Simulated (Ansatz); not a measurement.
Ansatz (a first-principles code) input for CH8N2Si3, SMILES N[Si@@H]1N=C([SiH3])[SiH2]1, ωB97X-V/def2-SVPD. Coordinates come from a B3LYP-D3(BJ)/def2-SVP optimisation. The structure was generated by enumeration; whether it is a known compound was not checked. The values are those of a single conformer.

Ansatz 0.2 input:
```yaml
crystal:
  periodic: [false, false, false]
  atoms:
    - {symbol: N, position_ang: [2.94019051, 0.78469908, 0.03427544]}
    - {symbol: Si, position_ang: [1.50303879, 0.12534010, 0.70553930]}
    - {symbol: N, position_ang: [0.45007887, -0.95132650, -0.32452041]}
    - {symbol: C, position_ang: [-0.72486124, -0.40585599, -0.26363023]}
    - {symbol: Si, position_ang: [-2.24285555, -1.21896789, -1.06930145]}
    - {symbol: Si, position_ang: [-0.54526130, 1.28759181, 0.68611926]}
    - {symbol: H, position_ang: [3.84036274, 0.33162436, 0.15566279]}
    - {symbol: H, position_ang: [2.92592202, 1.38327280, -0.78481230]}
    - {symbol: H, position_ang: [1.91888162, -0.63066644, 1.91934526]}
    - {symbol: H, position_ang: [-2.78566553, -0.29779866, -2.11386926]}
    - {symbol: H, position_ang: [-1.90461059, -2.53488829, -1.67813093]}
    - {symbol: H, position_ang: [-3.29931651, -1.39389978, -0.02669966]}
    - {symbol: H, position_ang: [-1.42221239, 1.56855025, 1.86782141]}
    - {symbol: H, position_ang: [-0.66498704, 2.45983720, -0.23882086]}
basis:
  gaussian:
    orbitals: def2-SVPD
hamiltonian:
  xc: {name: wB97X-V}
```

Output:

```
WARN ansatz: RAYON_NUM_THREADS=2 ignored (pool sized by the plan → 2); use --threads N
Functional definition: wB97X-V
integrals: 0.23 GiB planned
1742 factors; their error is unknown
integrals: 0.25 GiB planned
770 factors; integrals over basis functions are off by at most 3.5e-6 eV
mean field: 2.24 GiB planned
mean field evaluation 1: about -27758.8570 eV, gradient 5.2e1 eV
mean field evaluation 2: about -27758.3359 eV, gradient 5.5e1 eV
mean field evaluation 4: about -27764.6793 eV, gradient 3.8e0 eV
mean field evaluation 8: about -27764.7227 eV, gradient 7.2e-2 eV
mean field evaluation 16: about -27764.8219 eV, gradient 3.0e-4 eV
mean field -27764.82192979 eV, -1020.3383862477 hartree, gradient 3.1e-5 eV, S^2 0.000000; 0 other end points of the search recorded, 0 dependent functions left out
reference -27764.82192678 eV, -1020.3383861368 hartree; 35, 35 occupied and 161, 161 virtual orbitals, 1742 factors
Total energy: -27764.82192678 eV, -1020.3383861368 hartree
```

The calculation finished and met its thresholds.
